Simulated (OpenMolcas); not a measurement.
**Ge⁺: from RASSCF to RASPT2**

```yaml
Program: OpenMolcas 26.06
Basis: ANO-RCC-VQZP [7s6p4d2f1g]
Scalar_Hamiltonian: DKH2, point nucleus
Active_space: 1 electron in 9 orbitals (RAS2 4p; RAS3 4d 5s, at most 1 electron)
State_averaging: 2S+1 = 2 odd, 3 roots; 2S+1 = 2 even, 6 roots
Spin-orbit_coupling: RASSI with atomic mean-field integrals over the reference wave functions, term energies averaged over their components
```

Methods on the same reference wave functions:
A. RASSCF
B. SS-RASPT2, IPEA 0.25 Eh, imaginary shift 0.1 Eh (closed shells correlated: 3d 4s)

Energies in cm⁻¹ above 4s² 4p ²P°_1/2, the measured ground level; measured values from NIST Handbook of Basic Atomic Spectroscopic Data.

```json
{"Level": "4s² 4p ²P°_1/2", "A": "0.0", "B": "0.0", "Measured": "0.0"}
{"Level": "4s² 4p ²P°_3/2", "A": "1576", "B": "1576", "Measured": "1767"}
{"Level": "4s² 5s ²S_1/2", "A": "64670", "B": "65540", "Measured": "62403"}
{"Level": "4s² 4d ²D_3/2", "A": "95913", "B": "93970", "Measured": "80837"}
{"Level": "4s² 4d ²D_5/2", "A": "96128", "B": "94180", "Measured": "81013"}
```

Deviations, from unrounded energies. A percentage is the sum of absolute deviations over the sum of measured energies, with the sign that they share, or ± where signs differ.

```csv
Against measurement,Levels,A,B
mean absolute deviation (cm-1),4,8200,7400
fine structure of the ground term (%),1,-10.8,-10.8
other configurations (%),3,+14.5,+13.1
```

B lies closest to measurement on these levels. The largest miss of B in the table is 4s² 4d ²D_5/2, by +13000 cm-1. The ranking rests on the paired levels alone, and a cruder setting can come out closer through cancelling errors.

The lowest spin-free term lies below A's lowest term by 0.484 hartree in B.

CASPT2 breaks the degeneracy within a term, and the mean is taken; among the terms shown or strongly mixed into the levels shown the widest spread is 240 cm-1 (4s² 4d ²D, B). ANO sets are built for valence states and can reach diffuse excited orbitals poorly, and with the s shell closed the s pⁿ⁺¹ terms that mix with these levels are absent. With one active electron the reference holds no correlation, so core polarisation is missing (holds for A). With one active electron, CASPT2 adds the correlation within the correlated inactive shells and between them and that electron, and leaves the splitting within a term as the reference gives it (holds for B). Measured partners are found by configuration, term and J. A level has none where our copy of the source lacks it or the pairing is in doubt (some pairs that miss far off the trend of their configuration count as doubtful), and it then counts in no deviation. Only configurations of the active space appear.

° marks odd parity.
